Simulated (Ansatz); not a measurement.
**Abstraction of F: SiH(CH3)F2 + C2H5O → SiH(CH3)F + C2H5FO**

Species: SiH(CH3)F2, singlet; C2H5O (methoxymethyl) `[CH2]OC`, doublet; SiH(CH3)F, doublet; C2H5FO `COCF`, singlet. A radical takes F: the energy is the difference in strength between the Si–F bond broken and the C–F bond made.

Shapes, held fixed at every level: PBE0-D4/def2-TZVP. Flexible molecules stand in one conformer, not always the lowest. Programs: Ansatz 0.2.0. The zero-point and thermal change to 298 K, harmonic and unscaled (PBE0-D4/def2-TZVP), is +6.4 kJ/mol.

Problem. Estimate ΔH(298 K) of this reaction.

Solution. The highest level, CCSD(T)/CBS estimate, gives ΔH(298 K) = +197.9 kJ/mol; the levels span +166.4 to +197.9. The column of differences is taken from that level and isn't an error. No measured value is set beside it here. Open shells run unrestricted. The CBS estimate extrapolates MP2 from def2-TZVPP and def2-QZVPP and adds CCSD(T) − MP2 in the triple-zeta set, cores frozen.

```json
{"level": "SPW92/def2-TZVPP", "kind": "LDA", "ΔH(298 K) (kJ/mol)": "+166.4", "less CCSD(T)/CBS estimate": "-31.5"}
{"level": "PBE-D4/def2-TZVPP", "kind": "GGA", "ΔH(298 K) (kJ/mol)": "+170.7", "less CCSD(T)/CBS estimate": "-27.2"}
{"level": "r2SCAN0-D4/def2-TZVPP", "kind": "global hybrid", "ΔH(298 K) (kJ/mol)": "+195.5", "less CCSD(T)/CBS estimate": "-2.4"}
{"level": "wB97M-V/def2-TZVPP", "kind": "range-separated hybrid", "ΔH(298 K) (kJ/mol)": "+195.5", "less CCSD(T)/CBS estimate": "-2.4"}
{"level": "wB97X-V/def2-TZVPP", "kind": "range-separated hybrid", "ΔH(298 K) (kJ/mol)": "+189.4", "less CCSD(T)/CBS estimate": "-8.5"}
{"level": "CCSD(T)/def2-SVP", "kind": "coupled cluster or CI", "ΔH(298 K) (kJ/mol)": "+166.6", "less CCSD(T)/CBS estimate": "-31.3"}
{"level": "CCSD(T)/def2-TZVPP", "kind": "coupled cluster or CI", "ΔH(298 K) (kJ/mol)": "+192.9", "less CCSD(T)/CBS estimate": "-5.0"}
{"level": "CCSD(T)/CBS estimate", "kind": "coupled cluster or CI", "ΔH(298 K) (kJ/mol)": "+197.9", "less CCSD(T)/CBS estimate": "0.0"}
```
